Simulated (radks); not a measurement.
Values are calculated unless marked as measured or tabulated.
Q: These are the eigenvalues of the occupied orbitals of an atom or ion with whole-number occupations (hartree). Code: a radial shooting solver on a logarithmic mesh with Libxc functionals. Model: non-relativistic Kohn-Sham, exchange-only B88, spin-polarised, spherical densities, point nucleus.

| orbital | eigenvalue |
|---|---|
| 1s | -2214.048 |
| 2s | -362.7274 |
| 2p | -347.3007 |
| 3s | -83.03297 |
| 3p | -75.93249 |
| 3d | -62.69335 |
| 4s | -17.36566 |
| 4p | -14.43940 |
| 4d | -9.12947 |
| 5s | -3.46929 |
| 5p | -2.64443 |
| 4f | -2.30882 |

Which element is it, and in what charge state? The configuration may be excited. Open shells, if any, are filled with parallel spins first.

A: Z = 72, hafnium, charge +4: Hf4+ in [Xe] 4f14. The list shows which subshells hold electrons but not how many an open one holds; the 1s level, -2214 hartree, gives Z - s = 66.5 by -(Z - s)^2/2, which with screening narrows Z to a few neighbours, and the depths of the outer levels then fix element, charge and occupations together.
